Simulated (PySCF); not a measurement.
# How methods differ on the excitation energy of P

P [Ne] 3s2 3p3 (4S) → P [Ne] 3s2 3p2 4s1 (4P), as a difference of total energies. Calculation: PySCF 2.14, in aug-cc-pV(T+d)Z (6s5p4d2f, 55 functions); no relativity, point nucleus. Correlated levels: valence: [Ne] frozen. The calculations carry no spin-orbit coupling.

| method | excitation energy (eV) |
| --- | --- |
| UHF | 6.951 |
| MP2 (valence) | 7.247 |
| SCS-MP2 (valence) | 7.159 |
| CCSD (valence) | 7.167 |
| CCSD(T) (valence) | 7.182 |

Q: How much does correlation contribute at CCSD(T) (valence)?

A: 7.182 − (6.951) = 0.231 eV, measured against UHF.

Errors of the correlated levels include the incompleteness of this basis and the frozen core.

The promoted electron is Rydberg-like, and one or two diffuse shells describe it only roughly, which tends to raise the upper state.

For comparison: 6.967 eV (measured; NIST levels, between the centres of gravity of the two terms).
